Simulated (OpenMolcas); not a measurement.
# O2+, S2+, Se2+, Te2+: ns2 np2 down the group

```
Program             : OpenMolcas 26.06
Method              : MS-CASPT2, IPEA 0.25 Eh, imaginary shift 0.1 Eh
Basis               : ANO-R3
Scalar Hamiltonian  : X2C, finite nucleus
Spin-orbit coupling : state interaction with AMFI integrals over the reference wave functions, term energies averaged over their components
```

Active space for each ion: 4 electrons in 4 orbitals (s p); closed shells correlated by CASPT2: O2+ 1s; S2+ 2s 2p; Se2+ 3d; Te2+ 4d.

Computed levels in cm-1 above 3P0:

```json
{"Level": "3P1", "O2+": "104", "S2+": "270", "Se2+": "1550", "Te2+": "4090"}
{"Level": "3P2", "O2+": "306", "S2+": "757", "Se2+": "3540", "Te2+": "7180"}
{"Level": "1D2", "O2+": "20410", "S2+": "10600", "Se2+": "12320", "Te2+": "15630"}
{"Level": "1S0", "O2+": "42660", "S2+": "25520", "Se2+": "27510", "Te2+": "29740"}
{"Level": "weight of 3P in the lowest level (%)", "O2+": "100", "S2+": "100", "Se2+": "99", "Te2+": "94"}
```

Measured, with the error of the calculation in %. Measured levels: O2+ from Moore, Selected Tables of Atomic Spectra, NSRDS-NBS 3, section 11; S2+ from NIST levels in Podobedova, Kelleher and Wiese, J. Phys. Chem. Ref. Data 38, 171 (2009); Se2+ from Moore, Atomic Energy Levels, vol. II, NSRDS-NBS 35 (1971 reprint of NBS Circular 467, 1952); Te2+ from the list in Zhang, Palmeri, Quinet and Biemont, Astron. Astrophys. 551, A136 (2013).

| Level | O2+ | S2+ | Se2+ | Te2+ |
| --- | --- | --- | --- | --- |
| 3P1 | 113 (-8.4) | 299 (-9.6) | 1741 (-11.0) | 4757 (-14.0) |
| 3P2 |  | 833 (-9.2) | 3937 (-10.1) | 8167 (-12.1) |
| 1D2 | 20273 (+0.7) | 11323 (-6.4) | 13032 (-5.5) | 17360 (-9.9) |
| 1S0 | 43186 (-1.2) | 27161 (-6.0) |  | 30398 (-2.2) |

The fine-structure level 3P2 changes by a factor of 23.5 from O2+ to Te2+.

Without spin-orbit coupling 1D lies 20200, 10070, 9310, 7380 cm-1 above 3P in that order; the difference to the level 1D2, of either sign, comes from spin-orbit coupling, which also lowers the zero.

CASPT2 does not keep the components of a term degenerate, so their means are used; among the terms shown or strongly mixed into the levels shown the widest spread is 120 cm-1 (5s2 5p2 1D, Te2+). Over all roots computed the reference weight is 0.84 to 0.98 in S2+, 0.85 to 0.96 in Se2+, 0.82 to 0.94 in Te2+; the roots of lowest weight are the least certain, and an intruder state may touch them. Measured partners are found by configuration, term and J. A level has none where our copy of the source lacks it or the pairing is in doubt (some pairs that miss far off the trend of their configuration count as doubtful), and it then counts in no deviation. Only configurations of the active space appear.
